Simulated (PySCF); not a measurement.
These are ωB97X-D3(BJ)/def2-TZVP // PBE0-D3(BJ)/def2-SVP (PySCF 2.14.0) values and carry that method's errors. Gas-phase values, no solvent. One relaxed conformer stands for a flexible species; it need not be the lowest. Excitations are Tamm–Dancoff values on a coarser integration grid. The basis has no diffuse functions, so Rydberg states are missing or too high.

Reference species: [Ga(H)3(NH3)] (neutral, multiplicity 1).

```
Quantity               Value
-------------------  -------
S1 excitation (TDA)  6.81 eV
T1 excitation (TDA)  6.50 eV
```

Changed species: [Ga(H)3(CH3OH)] (adduct with CH3OH; the reference has adduct with NH3).

Task: Give the shifts of the S1 excitation (TDA) and T1 excitation (TDA).

Result: the S1 excitation (TDA) falls by 0.20 eV, to 6.61 eV; the T1 excitation (TDA) falls by 0.26 eV, to 6.24 eV.
